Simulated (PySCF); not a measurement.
SMILES Cc1cc[c]([GeH3])s1 at its GFN2-xTB optimised geometry (Å):

```
15

C     -1.6283    -2.5283     0.0004
C     -0.6996    -1.3671     0.0000
C      0.6600    -1.3671     0.0000
C      1.2167    -0.0703     0.0000
C      0.2846     0.9230     0.0000
Ge     0.5362     2.8341    -0.0022
S     -1.3141     0.2538     0.0001
H     -2.2650    -2.5112     0.8849
H     -1.0625    -3.4570    -0.0070
H     -2.2757    -2.5033    -0.8760
H      1.2497    -2.2674    -0.0001
H      2.2757     0.1277    -0.0001
H     -0.0814     3.4524    -1.2129
H      1.9993     3.1231     0.0043
H     -0.0935     3.4570     1.1998
```

Computed with B3LYP/def2-TZVP run with PySCF.

Map of the electrostatic potential (hartree/e), clipped to [-0.08, 0.12] on the plane z = 1.2 Å:

```
|                             |
|                             |
|              .....          |
|            .---:..          |
|           .=@@@=-:.         |
|           .%@@@@*-..        |
|           .*@@@@@+:.        |
|          ..-%@@@@*:.        |
|          ..:+@@@@+:.        |
|          ..:-+##*-:..       |
|          ..::---::.....     |
|         .:-::--:. .......   |
|         :=+=:-:.   .......  |
|        .-#@*-:............. |
|        .=#%*-...-:......... |
|       ..-=+-:...::......... |
|     ....::--:...... ....... |
|   .....:::-=:.:::.  ....... |
| .....:-=--==:.:-:.  ....... |
| ....:-#@@+=-:.............. |
|.....:=@@@%=:.  ...........  |
|.....:=@@@#=:..............  |
|......-+@#=::..............  |
|.......::::::..............  |
|............:..............  |
|...........................  |
|..........................   |
|..........................   |
| ........................    |
```
Scale: ten equal steps from -0.010 (start of ' ') to 0.120 (end of '@'), in the order ' .:-=+*#%@'; x runs from -5.50 to 5.50, y from -5.50 (bottom) to 5.50 (top).
